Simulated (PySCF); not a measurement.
**A fit for the 15N shielding**

GIAO PBE0/pcSseg-1 on PBE0-D3(BJ)/def2-SVP geometries (PySCF 2.14.0 with density-fitted response routines, gas phase, non-relativistic):

| SMILES | HOMO–LUMO gap (eV) | σ(N) (ppm) |
| --- | --- | --- |
| C=NB1OBOBO1 | 6.46 | -153.6 |
| [H]/N=C/B1OBOBO1 | 5.86 | -205.4 |
| B1OBOB(c2ccncc2)O1 | 5.59 | -116.6 |
| CC(=O)NB1OBOBO1 | 7.16 | 121.4 |
| CN(C)B1OBOBO1 | 6.94 | 193.2 |

**Question.** Fit σ(N) as a line in the HOMO–LUMO gap. How well does it hold?

**Answer.** σ = -1414.5 + 215.9 x, with x in eV; correlation +0.82, rms deviation 91.0 ppm, largest 133.9 ppm at `C=NB1OBOBO1`. A larger gap weakens the paramagnetic term, which raises σ.

**Question.** A further member, `C/N=C/B1OBOBO1`, has x = 5.65. What does the line predict, and what does the calculation give?

**Answer.** The line gives -194.7 ppm; the calculation -230.3 ppm, a difference of -35.6 ppm, within the usual scatter of the fit.
